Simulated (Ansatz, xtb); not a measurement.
**Two structures of BClF2HSi+**

Structure a is `FB(F)[SiH+]Cl`, a singlet and structure b is a singlet given by its coordinates. Both are isolated ions in the gas phase, relaxed with B3LYP-D3(BJ)/def2-SVP; the shapes shown needn't be the lowest conformers.

a (Å):

```xyz
6

B    -0.4598   -0.7899   -0.0170
Cl   -3.2541    1.2974   -0.1565
F     0.0067   -1.9612    0.2752
F     0.2305    0.1999   -0.4795
Si   -2.4944   -0.4840    0.2871
H    -3.4763   -1.4605    0.8093
```

b (Å):

```tsv
atom	x (Å)	y (Å)	z (Å)
B	-0.8062	0.7241	-0.2613
Cl	0.9171	0.7376	-0.9498
F	-1.0607	-0.1855	0.6099
F	1.5123	-1.0459	1.5368
Si	2.4869	-0.8588	0.2904
H	-1.5359	1.5585	-0.6972
```

Close contacts (Å): B1–Cl2 1.86, B1–F3 1.28, Cl2–Si5 2.56, F4–Si5 1.59, B1–H6 1.19.

Quicker runs give these differences E(b) − E(a): GFN2-xTB +27.03 kJ/mol; HF/STO-3G +25.97 kJ/mol (at GFN2-xTB geometries); r2SCAN-D4/def2-SVP +42.29 kJ/mol (at GFN2-xTB geometries).

Question: Estimate E(b) − E(a) at the level CCSD(T)/def2-SVP + ΔMP2/def2-TZVPP.

Answer: Too close to call at this level: CCSD(T)/def2-SVP + ΔMP2/def2-TZVPP gives E(b) − E(a) = −1.27 kJ/mol.

Level by level:

| level | geometry | E(b) − E(a) (kJ/mol) | departure from the last row (kJ/mol) | job, with rough time for the two |
| --- | --- | --- | --- | --- |
| GFN2-xTB | GFN2-xTB | +27.03 | +28.30 | optimisation, 0.31 s |
| HF/STO-3G | GFN2-xTB | +25.97 | +27.24 | single point, 0.3 s |
| r2SCAN-D4/def2-SVP | GFN2-xTB | +42.29 | +43.56 | single point, 2.7 s |
| B3LYP-D3(BJ)/def2-SVP | B3LYP-D3(BJ)/def2-SVP | +9.13 | +10.40 | optimisation, 73 s |
| HF/def2-SVP | B3LYP-D3(BJ)/def2-SVP | +13.88 | +15.15 | part of the CCSD(T) run |
| MP2/def2-SVP | B3LYP-D3(BJ)/def2-SVP | +9.94 | +11.21 | part of the CCSD(T) run |
| CCSD(T)/def2-SVP | B3LYP-D3(BJ)/def2-SVP | +3.99 | +5.25 | single point |
| CCSD(T)/def2-SVP + ΔMP2/def2-TZVPP | B3LYP-D3(BJ)/def2-SVP | −1.27 |  | single point, 20 s |

The largest departure from CCSD(T)/def2-SVP + ΔMP2/def2-TZVPP is that of r2SCAN-D4/def2-SVP, 43.56 kJ/mol. The last row adds to CCSD(T) the change of the MP2 difference between the two basis sets, here −5.25 kJ/mol.

With harmonic frequencies from B3LYP-D3(BJ)/def2-SVP (ideal gas, rigid rotor, one conformer each, 298.15 K, 1 atm): on the last row, ΔE + ΔZPE = −2.23 kJ/mol. A mode under 50 cm⁻¹ makes harmonic enthalpies and free energies unreliable, so none is given.

The correlated steps freeze 13 core orbitals. Codes used: Ansatz 0.2.0, xtb 6.7.1; the last row on 1 thread of Intel(R) Xeon(R) 6975P-C (Granite Rapids) on a shared host.
